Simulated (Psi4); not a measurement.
C3H9B, triplet, at a GFN2-xTB geometry (a higher spin typed on purpose: for a closed-shell molecule this is an excited state); CAM-B3LYP/6-31G* in Psi4 1.11.

Psi4 was given this input:
```
memory 2 GB

molecule {
0 3
  B     0.05650358    0.39417268    0.34215853
  C     1.41954857   -0.13518450   -0.48372115
  H     1.23896787   -1.03247355   -1.07187377
  H     2.08937162   -0.36474791    0.33933365
  H     1.85126810    0.63004949   -1.11693327
  C    -0.56583753   -0.64972355    1.37286759
  H    -0.79811715   -1.61888125    0.91410609
  H    -1.49285218   -0.28887489    1.82201511
  H     0.10206547   -0.85538698    2.21126460
  C    -0.85670585    0.67333727   -1.03925510
  H    -1.79304235    1.01427906   -0.60819344
  H    -1.02816575   -0.22719148   -1.62518173
  H    -0.43404466    1.44178876   -1.67467795
}

set basis 6-31g*
set reference uks

energy('cam-b3lyp')
print_variables()
```

What the program printed (banner, timings and long lists left out):

```
   => Loading Basis Set <=

    Name: 6-31G*
    Role: ORBITAL
    Keyword: BASIS

         ---------------------------------------------------------
                                   SCF
               by Justin Turney, Rob Parrish, Andy Simmonett
                          and Daniel G. A. Smith
                              UKS Reference
         ---------------------------------------------------------

  ==> Geometry <==

    Molecular point group: c1
    Full point group: C1

    Geometry (in Angstrom), charge = 0, multiplicity = 3:

       Center              X                  Y                   Z               Mass
    ------------   -----------------  -----------------  -----------------  -----------------
         B            0.050806186169     0.364053143602     0.321667280884    11.009305360000
         C            1.413851176169    -0.165304036398    -0.504212399116    12.000000000000
         H            1.233270476169    -1.062593086398    -1.092365019116     1.007825032230
         H            2.083674226169    -0.394867446398     0.318842400884     1.007825032230
         H            1.845570706169     0.599929953602    -1.137424519116     1.007825032230
         C           -0.571534923831    -0.679843086398     1.352376340884    12.000000000000
         H           -0.803814543831    -1.649000786398     0.893614840884     1.007825032230
         H           -1.498549573831    -0.318994426398     1.801523860884     1.007825032230
         H            0.096368076169    -0.885506516398     2.190773350884     1.007825032230
         C           -0.862403243831     0.643217733602    -1.059746349116    12.000000000000
         H           -1.798739743831     0.984159523602    -0.628684689116     1.007825032230
         H           -1.033863143831    -0.257311016398    -1.645672979116     1.007825032230
         H           -0.439742053831     1.411669223602    -1.695169199116     1.007825032230

  Running in c1 symmetry.

  Rotational constants: A =      0.27626  B =      0.21646  C =      0.13593 [cm^-1]
  Rotational constants: A =   8282.04893  B =   6489.31866  C =   4075.07347 [MHz]
  Nuclear repulsion =  112.372945730063662

  Charge       = 0
  Multiplicity = 3
  Electrons    = 32
  Nalpha       = 17
  Nbeta        = 15

  ==> Algorithm <==

  SCF Algorithm Type is DF.
  DIIS enabled.
  MOM disabled.
  Fractional occupation disabled.
  Guess Type is SAD.
  Energy threshold   = 1.00e-06
  Density threshold  = 1.00e-06
  Integral threshold = 1.00e-12

  ==> Primary Basis <==

  Basis Set: 6-31G*
    Blend: 6-31G*
    Number of shells: 42
    Number of basis functions: 78
    Number of Cartesian functions: 78
    Spherical Harmonics?: false
    Max angular momentum: 2

  ==> DFT Potential <==

   => LibXC <=

    Version 7.1.2
    S. Lehtola, C. Steigemann, M. J. T. Oliveira, and M. A. L. Marques,  SoftwareX 7, 1–5 (2018) (10.1016/j.softx.2017.11.002)

   => Composite Functional: CAM-B3LYP <=

    CAM-B3LYP Hyb-GGA Exchange-Correlation Functional

    T. Yanai, D. P. Tew, and N. C. Handy,  Chem. Phys. Lett. 393, 51 (2004) (10.1016/j.cplett.2004.06.011)

    Deriv               =              1
    GGA                 =           TRUE
    Meta                =          FALSE

    Exchange Hybrid     =           TRUE
    MP2 Hybrid          =          FALSE

   => Exchange Functionals <=

    0.3500         Becke 88 [omega = 0.3300]
    0.4600   Short-range recipe for B88 functional - erf [omega = 0.3300]

   => Exact (HF) Exchange <=

    0.4600            HF,LR [omega = 0.3300]
    0.1900               HF

   => Correlation Functionals <=

    0.1900   Vosko, Wilk & Nusair (VWN5)
    0.8100   Lee, Yang & Parr

   => LibXC Density Thresholds  <==

    XC_HYB_GGA_XC_CAM_B3LYP:  1.00E-14

   => Molecular Quadrature <=

    Radial Scheme          =       TREUTLER
    Pruning Scheme         =           NONE
    Nuclear Scheme         =       TREUTLER

    Blocking Scheme        =         OCTREE
    BS radius alpha        =              1
    Pruning alpha          =              1
    Radial Points          =             75
    Spherical Points       =            302
    Total Points           =         277122
    Total Blocks           =           2118
    Max Points             =            256
    Max Functions          =             78
    Weights Tolerance      =       1.00E-15

   => Loading Basis Set <=

    Name: (6-31G* AUX)
    Role: JKFIT
    Keyword: DF_BASIS_SCF

  ==> Integral Setup <==

  SCF_SUBTYPE=INCORE selected. In-core MEM_DF algorithm will be used.
  Using in-core AOs.

  ==> MemDFJK: Density-Fitted J/K Matrices <==

    J tasked:                   Yes
    K tasked:                   Yes
    wK tasked:                  Yes
    Omega:                3.300E-01
    Algorithm:                 Core
    Schwarz Cutoff:           1E-12
    Mask sparsity (%):       0.0986
    Fitting Condition:        1E-10

   => Auxiliary Basis Set <=

  Basis Set: (6-31G* AUX)
    Blend: CC-PVDZ-JKFIT
    Number of shells: 177
    Number of basis functions: 549
    Number of Cartesian functions: 549
    Spherical Harmonics?: false
    Max angular momentum: 3

  Minimum eigenvalue in the overlap matrix is 3.4473429347E-03.
  Reciprocal condition number of the overlap matrix is 4.9100918624E-04.
    Using symmetric orthogonalization.

  ==> Pre-Iterations <==

  SCF Guess: Superposition of Atomic Densities via on-the-fly atomic UHF (no occupation information).

   -------------------------
    Irrep   Nso     Nmo
   -------------------------
     A         78      78
   -------------------------
    Total      78      78
   -------------------------

  ==> Iterations <==

                           Total Energy        Delta E     RMS |[F,P]|

   @DF-UKS iter SAD:  -143.43437360159629   -1.43434e+02   0.00000e+00
   @DF-UKS iter   1:  -144.06044607355577   -6.26072e-01   8.92297e-03 ADIIS/DIIS
   @DF-UKS iter   2:  -144.15061524167078   -9.01692e-02   7.38599e-03 ADIIS/DIIS
   @DF-UKS iter   3:  -144.32354199023081   -1.72927e-01   2.69835e-04 ADIIS/DIIS
   @DF-UKS iter   4:  -144.32415457805516   -6.12588e-04   1.23737e-04 ADIIS/DIIS
   @DF-UKS iter   5:  -144.32424990682188   -9.53288e-05   5.34578e-05 DIIS
   @DF-UKS iter   6:  -144.32427433901191   -2.44322e-05   1.86587e-05 DIIS
   @DF-UKS iter   7:  -144.32427884944812   -4.51044e-06   5.73260e-06 DIIS
   @DF-UKS iter   8:  -144.32427944168563   -5.92238e-07   1.30475e-06 DIIS
   @DF-UKS iter   9:  -144.32427946765722   -2.59716e-08   3.71810e-07 DIIS
  Energy and wave function converged.

  ==> Post-Iterations <==

   Electrons on quadrature grid:
      Nalpha   =   16.9999925326 ; deviation = -7.467e-06
      Nbeta    =   14.9999916568 ; deviation = -8.343e-06
      Ntotal   =   31.9999841894 ; deviation = -1.581e-05

   @Spin Contamination Metric:   4.002500943E-03
   @S^2 Expected:                2.000000000E+00
   @S^2 Observed:                2.004002501E+00
   @S   Expected:                1.000000000E+00
   @S   Observed:                1.000000000E+00

    Orbital Energies [Eh]
    ---------------------

    Alpha Occupied:

[...]
    Alpha Virtual:

[...]
      78A      4.391424

    Beta Occupied:

[...]
    Beta Virtual:

[...]
    Final Occupation by Irrep:
              A
    DOCC [    15 ]
    SOCC [     2 ]
    NA   [    17 ]
    NB   [    15 ]

  @DF-UKS Final Energy:  -144.32427946765722

   => Energetics <=

    Nuclear Repulsion Energy =            112.3729457300636625
    One-Electron Energy =                -414.4469757028703043
    Two-Electron Energy =                 174.5414186202655742
    DFT Exchange-Correlation Energy =     -16.7916681151161136
    Empirical Dispersion Energy =           0.0000000000000000
    VV10 Nonlocal Energy =                  0.0000000000000000
    Total Energy =                       -144.3242794676572203

  UHF NO Occupations:
  HONO-2 :   15  A 1.9991127
  HONO-1 :   16  A 1.0000000
  HONO-0 :   17  A 1.0000000
  LUNO+0 :   18  A 0.0008873
  LUNO+1 :   19  A 0.0005021
  LUNO+2 :   20  A 0.0001762
  LUNO+3 :   21  A 0.0001367

Computation Completed

Properties will be evaluated at   0.000000,   0.000000,   0.000000 [a0]

Properties computed using the SCF density matrix

 Multipole Moments:

 ------------------------------------------------------------------------------------
     Multipole            Electronic (a.u.)      Nuclear  (a.u.)        Total (a.u.)
 ------------------------------------------------------------------------------------

 L = 1.  Multiply by 2.5417464519 to convert [e a0] to [Debye]
 Dipole X            :          0.4438476           -0.3445284            0.0993191
 Dipole Y            :          1.6693117           -1.8213657           -0.1520540
 Dipole Z            :          0.6108804           -1.2391312           -0.6282508
 Magnitude           :                                                    0.6539753

 ------------------------------------------------------------------------------------

  Variable Map:
  ----------------------------------------------------------------------------
[...]
  Array Variable Map:
  ----------------------------------------------------------------------------
[...]
[...]
```
